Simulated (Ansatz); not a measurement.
The cluster B6Os⁻. Charge -1, multiplicity 2. Geometry PBE-D4/def2-SVPD.

```xyz
7

Os    0.621    0.551    1.072
B    -1.212    1.221    1.047
B     0.755    0.509   -0.911
B     0.775   -1.388    1.236
B    -0.406   -0.425   -1.594
B     0.427   -1.144   -0.359
B    -0.960    0.676   -0.491
```

In the def2 sets Os takes a core potential; there is no spin–orbit coupling. The structure comes from a short search, and lower isomers may exist.

**Question.** Estimate the α-spin orbital energies around the gap (eV) in Ansatz with PBE-D4/def2-TZVPD, r2SCAN-D4/def2-TZVPD, PBE0-D4/def2-TZVPD, CAM-B3LYP-D4/def2-TZVPD, ωB97X-V/def2-TZVPD.

**Answer.** 
| orbital | PBE-D4/def2-TZVPD | r2SCAN-D4/def2-TZVPD | PBE0-D4/def2-TZVPD | CAM-B3LYP-D4/def2-TZVPD | ωB97X-V/def2-TZVPD |
| --- | --- | --- | --- | --- | --- |
| HOMO−5 | -2.53 | -2.75 | -3.59 | -4.79 | -5.79 |
| HOMO−4 | -2.34 | -2.54 | -3.42 | -4.66 | -5.66 |
| HOMO−3 | -2.20 | -2.39 | -3.22 | -4.37 | -5.34 |
| HOMO−2 | -1.03 | -1.38 | -1.92 | -2.93 | -3.80 |
| HOMO−1 | -0.95 | -1.07 | -1.79 | -2.87 | -3.75 |
| HOMO | -0.80 | -0.92 | -1.56 | -2.58 | -3.44 |
| LUMO | 0.59 | 0.62 | 1.14 | 1.96 | 2.70 |
| LUMO+1 | 1.12 | 1.24 | 1.87 | 2.85 | 3.71 |
| LUMO+2 | 1.28 | 1.47 | 2.10 | 3.13 | 3.83 |
| LUMO+3 | 2.21 | 2.40 | 2.80 | 3.40 | 3.89 |
| LUMO+4 | 2.39 | 2.65 | 3.07 | 3.46 | 4.02 |
| LUMO+5 | 2.86 | 3.11 | 3.24 | 3.60 | 4.06 |
| β HOMO | -0.73 | -0.84 | -1.47 | -2.46 | -3.31 |
| β LUMO | 0.22 | 0.59 | 1.10 | 1.92 | 2.73 |
